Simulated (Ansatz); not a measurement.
Species: CH3Li, charge 1, doublet. CH3Li+ (parent SMILES [CH3][Li], doublet).
B3LYP-D3(BJ)/def2-TZVP minimum from Ansatz (a first-principles code):
```xyz
5

Li    -1.2099    -0.6994    -1.0459
C      0.3737     0.2160     0.3231
H      0.7604    -0.7188     0.7146
H     -0.3074     0.7948     0.9378
H      0.9345     0.7261    -0.4529
```
Charge +1, spin multiplicity 2.

Total energies in def2-TZVPP, 7 correlated electrons, 2 frozen orbitals. UHF or UKS for unpaired electrons; spin-orbit terms are left out. Correlated methods leave the cores frozen. No relativity. The spin of CH3Li+ (parent SMILES [Li][CH3], doublet) was assumed, and the state is the lowest solution found for it.

```
method    program  energy (Eh)  minus CCSDT(Q) (mEh)
--------  -------  -----------  --------------------
HF         Ansatz    -46.83729                183.61
MP2        Ansatz    -46.99498                 25.91
CCSD       Ansatz    -47.01557                  5.33
CCSD(T)    Ansatz    -47.02029                  0.61
CCSDT(Q)   Ansatz    -47.02090                  0.00
```

Rough core times of Ansatz's runs on a shared machine: CCSD(T) under 20 s, CCSDT(Q) 4 min.
